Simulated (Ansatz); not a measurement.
`O[Si](F)(Cl)O[SiH3]` + HBr → `O[Si](F)(Cl)Br` + `O[SiH3]`  (ligand exchange at the Si–O bond)

Computed with Ansatz on PBE0-D4/def2-TZVP structures; ΔE is electronic, products minus reactants. CBS: MP2 limit from def2 TZ/QZ plus the TZ coupled-cluster correction, frozen cores. DFT in def2-TZVPP. B3LYP here is the variant with VWN-RPA as its local correlation; programs differ in this. For Br outer-core shells are correlated without core-valence functions, which leaves a few kJ/mol of doubt a bond. Scalar relativity is left out up to krypton. One conformer a species, not always the lowest.

Question: Is it downhill or uphill in electronic energy at CCSD(T)/CBS, and by how much? (Estimate.)

Answer: Ansatz gave: Uphill: ΔE = +44.3 kJ/mol.

Question: What do these levels give: B3LYP-D4, ωB97X-V, B2PLYP, r2SCAN, PBE0, CCSD/CBS(def2)? (Best estimate.)

Answer: Computed: B3LYP-D4 48.2, ωB97X-V 44.1, B2PLYP 46.2, r2SCAN 40.7, PBE0 34.9, CCSD/CBS(def2) 47.1 kJ/mol.

Largest T1 diagnostic among the species: 0.011.

From PBE to PBE0 (25 % exact exchange), in def2-TZVPP and without D4, ΔE moves by +6.1 kJ/mol. In def2-TZVPP, CCSD(T) changes the Hartree–Fock value by −11.4 kJ/mol (the triples alone add −2.8 kJ/mol) and MP2 by −18.2 kJ/mol.
